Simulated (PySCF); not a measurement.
Atomic charges by several schemes

Species: C6H14N2.
Structure used (GFN2-xTB), in Å, numbered top down from 1:
```xyz
22
C6H14N2 angstrom
C     -2.213   -1.418   -0.214
C     -0.876   -1.021   -0.747
C     -0.158    0.023   -0.350
C     -0.642    0.969    0.726
N     -1.834    1.684    0.277
C      1.198    0.299   -0.946
C      2.310   -0.505   -0.235
N      2.499   -0.211    1.171
H     -2.836   -1.806   -1.018
H     -2.099   -2.209    0.528
H     -2.712   -0.569    0.242
H     -0.471   -1.666   -1.519
H     -0.928    0.404    1.621
H      0.176    1.653    1.010
H     -2.129    2.353    0.981
H     -1.631    2.196   -0.576
H      1.205    0.016   -2.000
H      1.434    1.364   -0.879
H      2.083   -1.571   -0.318
H      3.262   -0.317   -0.741
H      2.700    0.776    1.299
H      1.653   -0.426    1.688
```

Density: PBE0/pcSseg-1 (PySCF); schemes: Mulliken, IAO, Hirshfeld and ESP-fitted. One conformer (not necessarily the lowest) at the GFN2-xTB geometry, without solvent, vibrations or thermal averaging.

At which atom do the 4 schemes differ most?

At N8: from -0.984 (ESP-fitted) to -0.243 e (Hirshfeld), 0.741 e apart.

For which atoms does the sign change between the 4 schemes (beyond +0.03 e in one, beyond −0.03 e in another)?

C4, C7 and H14.

Give the atomic charges in each scheme.

In e:

```json
{"atom": "C1", "environment": "allylic carbon", "Mulliken": "-0.206", "IAO": "-0.435", "Hirshfeld": "-0.126", "ESP-fitted": "-0.498"}
{"atom": "C2", "environment": "alkene CH carbon", "Mulliken": "-0.111", "IAO": "-0.141", "Hirshfeld": "-0.044", "ESP-fitted": "+0.005"}
{"atom": "C3", "environment": "fully substituted alkene carbon", "Mulliken": "-0.396", "IAO": "-0.023", "Hirshfeld": "-0.006", "ESP-fitted": "-0.037"}
{"atom": "C4", "environment": "sp3 carbon bound to nitrogen", "Mulliken": "-0.006", "IAO": "-0.154", "Hirshfeld": "-0.029", "ESP-fitted": "+0.389"}
{"atom": "N5", "environment": "primary amine nitrogen", "Mulliken": "-0.437", "IAO": "-0.570", "Hirshfeld": "-0.222", "ESP-fitted": "-0.917"}
{"atom": "C6", "environment": "allylic carbon", "Mulliken": "-0.133", "IAO": "-0.281", "Hirshfeld": "-0.083", "ESP-fitted": "-0.466"}
{"atom": "C7", "environment": "sp3 carbon bound to nitrogen", "Mulliken": "-0.050", "IAO": "-0.137", "Hirshfeld": "-0.026", "ESP-fitted": "+0.387"}
{"atom": "N8", "environment": "primary amine nitrogen", "Mulliken": "-0.455", "IAO": "-0.572", "Hirshfeld": "-0.243", "ESP-fitted": "-0.984"}
{"atom": "H9", "environment": "methyl hydrogen", "Mulliken": "+0.117", "IAO": "+0.147", "Hirshfeld": "+0.044", "ESP-fitted": "+0.139"}
{"atom": "H10", "environment": "methyl hydrogen", "Mulliken": "+0.120", "IAO": "+0.144", "Hirshfeld": "+0.040", "ESP-fitted": "+0.140"}
{"atom": "H11", "environment": "methyl hydrogen", "Mulliken": "+0.145", "IAO": "+0.163", "Hirshfeld": "+0.031", "ESP-fitted": "+0.150"}
{"atom": "H12", "environment": "vinylic hydrogen", "Mulliken": "+0.072", "IAO": "+0.131", "Hirshfeld": "+0.039", "ESP-fitted": "+0.101"}
{"atom": "H13", "environment": "methylene hydrogen", "Mulliken": "+0.122", "IAO": "+0.137", "Hirshfeld": "+0.038", "ESP-fitted": "+0.015"}
{"atom": "H14", "environment": "methylene hydrogen", "Mulliken": "+0.091", "IAO": "+0.103", "Hirshfeld": "+0.023", "ESP-fitted": "-0.074"}
{"atom": "H15", "environment": "N–H hydrogen", "Mulliken": "+0.165", "IAO": "+0.240", "Hirshfeld": "+0.109", "ESP-fitted": "+0.337"}
{"atom": "H16", "environment": "N–H hydrogen", "Mulliken": "+0.170", "IAO": "+0.243", "Hirshfeld": "+0.106", "ESP-fitted": "+0.338"}
{"atom": "H17", "environment": "methylene hydrogen", "Mulliken": "+0.116", "IAO": "+0.138", "Hirshfeld": "+0.039", "ESP-fitted": "+0.088"}
{"atom": "H18", "environment": "methylene hydrogen", "Mulliken": "+0.104", "IAO": "+0.122", "Hirshfeld": "+0.031", "ESP-fitted": "+0.158"}
{"atom": "H19", "environment": "methylene hydrogen", "Mulliken": "+0.118", "IAO": "+0.138", "Hirshfeld": "+0.037", "ESP-fitted": "+0.003"}
{"atom": "H20", "environment": "methylene hydrogen", "Mulliken": "+0.114", "IAO": "+0.134", "Hirshfeld": "+0.037", "ESP-fitted": "+0.012"}
{"atom": "H21", "environment": "N–H hydrogen", "Mulliken": "+0.163", "IAO": "+0.234", "Hirshfeld": "+0.103", "ESP-fitted": "+0.376"}
{"atom": "H22", "environment": "N–H hydrogen", "Mulliken": "+0.178", "IAO": "+0.239", "Hirshfeld": "+0.101", "ESP-fitted": "+0.337"}
```

Mean size of the charges over all atoms: ESP-fitted 0.270 e, IAO 0.210 e, Mulliken 0.163 e, Hirshfeld 0.071 e. Each set sums to the total charge, 0, to within 0.001 e. The IAO scheme counts the electrons in orthogonalised intrinsic atomic orbitals, a minimal basis polarised so that it spans the occupied orbitals exactly.

Sum the charges by element.

| element | atoms | Mulliken | IAO | Hirshfeld | ESP-fitted |
| --- | --- | --- | --- | --- | --- |
| C | 6 | -0.903 | -1.172 | -0.313 | -0.221 |
| N | 2 | -0.891 | -1.142 | -0.465 | -1.900 |
| H | 14 | +1.794 | +2.314 | +0.778 | +2.121 |

How many electrons does the ESP-fitted scheme count on C7?

Z − q = 6 − (+0.387) = 5.613.
